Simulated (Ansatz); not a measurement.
**Worked example: vertical ionisation energy of C2H5Br (bromoethane)**

The species is C2H5Br (8 atoms), meant as a singlet with charge 0. SMILES: `CCBr`. Geometry: relaxed at PBE0-D4/def2-TZVP.

Both states at this one shape; open shells run unrestricted unless said. 1 Eh = 27.2114 eV.

```
                                                    level  program  singlet C2H5Br (Eh)  doublet C2H5Br+ (Eh)
                         PBE/6-31G* (spherical functions)   Ansatz         -2652.567171          -2652.195122
                      revPBE/6-31G* (spherical functions)   Ansatz         -2652.826612          -2652.456164
MP2/6-31G* (spherical functions), 11 core orbitals frozen   Ansatz         -2651.264018          -2650.888750
```

Question: Work out the vertical ionisation energy at each level.

Answer: 
1. PBE/6-31G* (spherical functions): -2652.195122 − (-2652.567171) = 0.372049 Eh = 10.12 eV.
2. revPBE/6-31G* (spherical functions): -2652.456164 − (-2652.826612) = 0.370448 Eh = 10.08 eV.
3. MP2/6-31G* (spherical functions): -2650.888750 − (-2651.264018) = 0.375268 Eh = 10.21 eV.

No measured value is set beside it here; the levels span 10.08 to 10.21 eV. Spin-orbit coupling, which splits open shells on such heavy atoms by tenths of an eV, is left out. All-electron rows are non-relativistic unless named.
